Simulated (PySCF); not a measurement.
F3S, SMILES F[S+](F)F, charge +1.

Geometry optimised at B3LYP-D3(BJ)/def2-TZVP. The isomer is the one that the SMILES or the coordinates give; other isomers of the formula were not compared.

Computed with HF/def2-TZVPD run with PySCF.

Isolated molecule, no solvent.

Computed frontier levels, gap, dipole moment and polarisability:
```
Item                                                              Result
------------------------------------------------  ----------------------
highest occupied level                                         -23.34 eV
lowest empty level                                              -4.83 eV
orbital gap                                                     18.51 eV
dipole moment about the centre of nuclear charge                  2.04 D
mean static polarisability                          18.3 bohr³ (2.71 Å³)
polarisability, principal values                  15.3, 19.8, 19.8 bohr³
```
